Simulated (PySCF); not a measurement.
CH4S, charge +1, doublet, geometry from GFN2-xTB (a state made from the parent by changing its charge; the spin is typed, not shown lowest). Base run: SCAN/cc-pVDZ (PySCF).

PySCF was given this input:
```python
from pyscf import gto, scf, dft

mol = gto.M(
    atom='''
C    -0.07388241    1.11980998    0.01035255
S    -0.04134435   -0.65009848   -0.00670276
H     1.30919756   -0.80487041    0.00288752
H    -1.10858026    1.45936870    0.00516795
H     0.44489002    1.50553466    0.89456842
H     0.45929671    1.52268287   -0.85749509
''',
    basis='cc-pvdz',
    charge=1,
    spin=1,
    verbose=5,
)

mf = dft.UKS(mol)
mf.xc = 'scan'
mf.kernel()
```

The base run was repeated with changes; each row names its change, and settings that it needs were set with it.

| change | ΔE vs base (mEh) | grid points | electrons on the grid |
|---|---|---|---|
| base | 0.000 | 72232 | 25.00001 |
| grids.level = 0 | 41.036 | 5192 | 24.99853 |
| grids.atom_grid = (150, 974) | 4.239 | 484800 | 25.00000 |
| grids.level = 4 | 3.374 | 120136 | 25.00000 |
| grids.atom_grid = (50, 194) | 2.226 | 39528 | 24.99997 |
| grids.atom_grid = (75, 302) | 4.828 | 87120 | 25.00000 |
| grids.radi_method = delley | 5.279 | 78112 | 25.00001 |
| grids.level = 7 | 3.210 | 372528 | 25.00000 |
| grids.radi_method = mura_knowles | 2.812 | 68992 | 25.00001 |
| grids.prune = dft.gen_grid.treutler_prune | -0.009 | 63752 | 25.00001 |
| grids.becke_scheme = stratmann | 0.001 | 72232 | 25.00001 |

Open shells are given as the SCF converged; they aren't shown to be the lowest states, and a large step between rows can be another state.
